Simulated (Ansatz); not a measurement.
**Worked example: the enthalpy of CHBr2Cl + CHCl2F → CHBrCl2 + CHBrClF**

Species: CHBr2Cl `ClC(Br)Br`, singlet; CHCl2F (dichlorofluoromethane) `FC(Cl)Cl`, singlet; CHBrCl2 (bromodichloromethane) `ClC(Cl)Br`, singlet; CHBrClF (bromochlorofluoromethane) `FC(Cl)Br`, singlet. The partners trade Br for Cl; both sit on C, so the bond types are kept.

Shapes, held fixed at every level: PBE0-D4/def2-TZVP. Programs: Ansatz 0.2.0. The zero-point and thermal terms to 298 K, harmonic and unscaled (PBE0-D4/def2-TZVP), stand in the table.

At r2SCAN0-D4/def2-TZVPP; 1 Eh = 2625.50 kJ/mol:

| species | energy (Eh) | H(298 K) − E (kJ/mol) | tabulated ΔfH (kJ/mol) |
| --- | --- | --- | --- |
| CHBr2Cl | -5647.140144 | 64.6 | -3.0 |
| CHCl2F | -1058.879181 | 70.3 | -284.5 |
| CHBrCl2 | -3533.181602 | 65.7 | -51.5 |
| CHBrClF | -3172.836425 | 69.2 | -231.8 |

Work out the reaction enthalpy at 298 K from the calculation and from the table of heats.


1. Electronic: (-3533.181602) + (-3172.836425) − [(-5647.140144) + (-1058.879181)] = 0.001298 Eh = +3.4 kJ/mol.
2. Zero-point and thermal: (65.7) + (69.2) − [(64.6) + (70.3)] = 0.0 kJ/mol.
3. Computed ΔH = +3.4 kJ/mol.
4. From the heats of formation (Active Thermochemical Tables): (-51.5) + (-231.8) − [(-3.0) + (-284.5)] = +4.2 kJ/mol.
5. Computed less tabulated: -0.8 kJ/mol. Tabulated heats carry uncertainties of their own.

Relativity is left out for Br unless named.
